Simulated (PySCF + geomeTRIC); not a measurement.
A geometry relaxed with M06-2X/def2-TZVP run with PySCF + geomeTRIC, charge 0, multiplicity 1:

```xyz
10

B      1.4495     0.1304    -0.1460
H      0.1045    -0.2186     1.4876
H      1.5097     0.9681    -0.9941
H      2.4659    -0.3144     0.2903
C      0.0859    -0.3820     0.4003
H     -2.0873    -0.2068     0.2332
H      0.0922    -1.4776     0.3200
C     -1.1824     0.2047    -0.2155
H     -1.2222     0.0049    -1.2872
H     -1.2105     1.2878    -0.0888
```

Question: Write the SMILES of this molecule.

Answer: `BCC`
